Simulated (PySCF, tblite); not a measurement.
Isomers of C4H9F3OSi, one GFN2-xTB conformer each. Single-point energies are computed at PBE0/pcSseg-1 (PySCF, gas phase, no added dispersion term), electronic only.

| SMILES | GFN2-xTB relative energy (kcal/mol) |
| --- | --- |
| CC(C)O[SiH2]C(F)(F)F | 60.0 |
| FCC(F)(F)OCC[SiH3] | 97.5 |
| C[SiH2]COC(F)(F)CF | 102.8 |
| CCCO[Si](F)(F)CF | 0.0 |
| CCCOC(F)(F)[SiH2]F | 51.7 |

Conformers: `[CH3:1][CH:2]([CH3:3])[O:4][SiH2:5][C:6]([F:7])([F:8])[F:9]` with C1–C2–O4–Si5 83°, C2–O4–Si5–C6 -178°; `[F:1][CH2:2][C:3]([F:4])([F:5])[O:6][CH2:7][CH2:8][SiH3:9]` with F1–C2–C3–F4 57°, C2–C3–O6–C7 180°, C3–O6–C7–C8 180°, O6–C7–C8–Si9 180°; `[CH3:1][SiH2:2][CH2:3][O:4][C:5]([F:6])([F:7])[CH2:8][F:9]` with C1–Si2–C3–O4 63°, Si2–C3–O4–C5 180°, C3–O4–C5–F6 -58°, O4–C5–C8–F9 179°; `[CH3:1][CH2:2][CH2:3][O:4][Si:5]([F:6])([F:7])[CH2:8][F:9]` with C1–C2–C3–O4 180°, C2–C3–O4–Si5 -165°, C3–O4–Si5–F6 174°, O4–Si5–C8–F9 -24°; `[CH3:1][CH2:2][CH2:3][O:4][C:5]([F:6])([F:7])[SiH2:8][F:9]` with C1–C2–C3–O4 -179°, C2–C3–O4–C5 178°, C3–O4–C5–F6 55°, O4–C5–Si8–F9 -60°.

Task: What does PBE0/pcSseg-1 give for the same structures?

Result: 
```csv
SMILES,PBE0/pcSseg-1 E (Eh),PBE0/pcSseg-1 (kcal/mol),GFN2-xTB (kcal/mol),point group
CCCO[Si](F)(F)CF,-821.51411,0.0,0.0,C1
CCCOC(F)(F)[SiH2]F,-821.40852,66.3,51.7,C1
CC(C)O[SiH2]C(F)(F)F,-821.39175,76.8,60.0,C1
C[SiH2]COC(F)(F)CF,-821.35742,98.3,102.8,C1
FCC(F)(F)OCC[SiH3],-821.34911,103.5,97.5,Cs
```

Both levels put the same isomer lowest; measured from each level's own lowest isomer, the values differ by up to 16.8 kcal/mol (CC(C)O[SiH2]C(F)(F)F: 60.0 against 76.8). As drawn, the lowest has an Si–O bond and an Si–F bond, which the highest lacks; the highest has two fluorines on one carbon, which the lowest lacks.

Task: Which frontier levels, dipoles and rotational constants go with these structures?

Result: 
```
              SMILES  HOMO (eV, PBE0/pcSseg-1)  LUMO (eV)  dipole (D)       A, B, C (MHz)
    CCCO[Si](F)(F)CF                     -8.80       0.50        1.83  1849, 728.9, 614.7
  CCCOC(F)(F)[SiH2]F                     -8.97      -0.02        1.60  2303, 672.2, 597.4
CC(C)O[SiH2]C(F)(F)F                     -8.64       0.04        4.09  2647, 670.4, 636.3
  C[SiH2]COC(F)(F)CF                     -9.08       0.86        3.16  2843, 606.5, 571.4
  FCC(F)(F)OCC[SiH3]                     -9.15       0.55        3.09  4162, 479.9, 471.6
```

Task: What happens when harmonic zero-point energies from GFN2-xTB frequencies are added?

Result: 
```json
{"SMILES": "CCCO[Si](F)(F)CF", "ZPE (kcal/mol)": "83.3", "electronic (kcal/mol)": "0.0", "with ZPE (kcal/mol)": "0.0"}
{"SMILES": "CCCOC(F)(F)[SiH2]F", "ZPE (kcal/mol)": "79.7", "electronic (kcal/mol)": "66.3", "with ZPE (kcal/mol)": "62.7"}
{"SMILES": "CC(C)O[SiH2]C(F)(F)F", "ZPE (kcal/mol)": "79.4", "electronic (kcal/mol)": "76.8", "with ZPE (kcal/mol)": "73.0"}
{"SMILES": "C[SiH2]COC(F)(F)CF", "ZPE (kcal/mol)": "78.0", "electronic (kcal/mol)": "98.3", "with ZPE (kcal/mol)": "93.1"}
{"SMILES": "FCC(F)(F)OCC[SiH3]", "ZPE (kcal/mol)": "77.4", "electronic (kcal/mol)": "103.5", "with ZPE (kcal/mol)": "97.7"}
```

The zero-point energies span 5.9 kcal/mol. The order is unchanged.
